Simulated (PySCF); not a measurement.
K: excitation energy

K [Ar] 4s1 (2S) → K [Ar] 3d1 (2D), as a difference of total energies. Computed with PySCF 2.14 in dyall-acv3z (25s18p7d3f, 135 functions), with the non-relativistic Hamiltonian (point nucleus). Correlated levels: valence and next inner shell: [Ne] frozen; virtual orbitals above 40 to 60 times the deepest correlated orbital energy dropped. The calculations carry no spin-orbit coupling.

```json
{"method": "UHF", "excitation energy (cm⁻¹)": "19710", "difference from reference (cm⁻¹)": "-1825"}
{"method": "LDA", "excitation energy (cm⁻¹)": "19362", "difference from reference (cm⁻¹)": "-2174"}
{"method": "PBE", "excitation energy (cm⁻¹)": "18152", "difference from reference (cm⁻¹)": "-3384"}
{"method": "PBE0", "excitation energy (cm⁻¹)": "18770", "difference from reference (cm⁻¹)": "-2766"}
{"method": "r2SCAN", "excitation energy (cm⁻¹)": "18515", "difference from reference (cm⁻¹)": "-3021"}
{"method": "MP2 (valence and next inner shell)", "excitation energy (cm⁻¹)": "21586", "difference from reference (cm⁻¹)": "+50"}
{"method": "SCS-MP2 (valence and next inner shell)", "excitation energy (cm⁻¹)": "21217", "difference from reference (cm⁻¹)": "-319"}
```

Reference: 21536 cm⁻¹ (measured; NIST levels, between the centres of gravity of the two terms).

These non-relativistic numbers lack the scalar-relativistic shift.
